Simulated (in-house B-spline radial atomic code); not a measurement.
Radial electron density of the cobalt ion Co⁷⁺, [Ar] 3d2. Method: Dirac-Kohn-Sham B97-1, spherical fractional occupations, Fermi nucleus of rms radius 3.7875 fm. Calculated with an all-electron radial atomic-structure program (B-spline basis).

Caution: exact exchange at fractional occupations of open shells leaves self-interaction of up to several eV.

Columns: r (bohr), 4πr²n(r) (electrons per bohr), bar.

```
 0.00211   0.7567 #
 0.00251    1.041 #
 0.00298    1.421 ##
 0.00355    1.942 ##
 0.00423    2.639 ###
 0.00503     3.55 ####
 0.00599    4.747 ######
 0.00713    6.282 ########
 0.00848    8.206 ##########
  0.0101     10.6 #############
   0.012    13.41 ################
  0.0143    16.72 ####################
   0.017    20.31 ########################
  0.0203    24.12 #############################
  0.0241     27.6 #################################
  0.0287    30.53 #####################################
  0.0342    32.39 #######################################
  0.0407    32.82 #######################################
  0.0484    31.78 ######################################
  0.0576    29.65 ####################################
  0.0686     27.3 #################################
  0.0816    25.96 ###############################
  0.0971    26.62 ################################
   0.116    29.59 ####################################
   0.138    33.61 ########################################
   0.164    36.56 ############################################
   0.195    36.21 ############################################
   0.232    31.61 ######################################
   0.276    24.12 #############################
   0.329    16.89 ####################
   0.391    13.14 ################
   0.466     13.4 ################
   0.554     15.4 ###################
    0.66       16 ###################
   0.785    13.62 ################
   0.935    9.167 ###########
    1.11    4.866 ######
    1.32    1.974 ##
    1.58   0.5728 #
    1.88   0.1259 
    2.23  0.02018 
    2.66 0.002059
```

On this grid the curve has 3 maxima, near 0.0407, 0.164, 0.66 bohr.

The 3d5/2 radial function P(r) = rR(r), positive near the nucleus, with its small component Q(r) (sign convention: Q ≈ (P' + κP/r)/2c):

```
r (bohr)         P           Q
  0.0203  0.001703  -5.396e-05
  0.0287   0.00447  -0.0001388
  0.0407    0.0115  -0.0003488
  0.0576   0.02834  -0.0008339
  0.0816   0.06655   -0.001882
   0.116    0.1472   -0.003962
   0.164    0.2948   -0.007472
   0.232    0.5289    -0.01247
   0.329     0.827    -0.01791
   0.466     1.085    -0.02133
    0.66      1.14    -0.02031
   0.935    0.9068    -0.01463
    1.32    0.5052   -0.007425
    1.88    0.1677   -0.002291
    2.66   0.02747   -0.000358
```
